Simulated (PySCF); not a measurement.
Solvent effects on NMR parameters

Structure with atom numbers: `[CH2:1]=[C:2]([CH3:3])[C:4]#[C:5][CH:6]=[O:7]`. Each H is labelled by its parent atom. Ha(C1) is cis to C3; Hb(C1) is trans to C3.

GIAO PBE0/pcSseg-1 in PySCF 2.14 on one PBE0-D3(BJ)/def2-SVP conformer, non-relativistic, equivalent nuclei averaged. Solvents enter as an IEF-PCM continuum (benzene with ε = 2.3, dichloromethane with ε = 8.9) around the gas-phase geometry. Shifts are referred to TMS computed in the same medium.

In benzene, δ in ppm: C6 181.5, C1 145.0, C2 134.5, C4 101.7, C5 94.6, C3 26.0, H(C6) 9.37, Hb(C1) 6.28, Ha(C1) 6.24, H(C3) 2.06. Dipole moment 4.50 D.

(1) How does each δ change in the more polar medium?

(2) Which of the listed nuclei move most (in ppm), and what does the model miss? (N and O are left out, as their reference compounds move with the solvent too.)

Answers

(1) 
| atoms | environment | Δδ, dichloromethane |
| --- | --- | --- |
| C6 | aldehyde carbonyl carbon | +2.8 |
| C1 | terminal =CH2 carbon | +3.0 |
| C2 | fully substituted alkene carbon | -0.2 |
| C4 | alkyne carbon | +2.5 |
| C5 | alkyne carbon | 0.0 |
| C3 | allylic methyl carbon | +0.1 |
| H(C6) | hydrogen on an aldehyde carbonyl carbon | -0.01 |
| Hb(C1) | hydrogen on a terminal =CH2 carbon | +0.15 |
| Ha(C1) | hydrogen on a terminal =CH2 carbon | +0.20 |
| H(C3) | hydrogen on an allylic methyl carbon | +0.04 |

Changes are relative to benzene. The dipole moment becomes 5.01 D in dichloromethane.

(2) C1 (terminal =CH2 carbon, +3.0 ppm) in dichloromethane. A continuum only polarises the solute; specific hydrogen bonds, the anisotropy of aromatic solvents and changes of geometry or conformer are outside it.
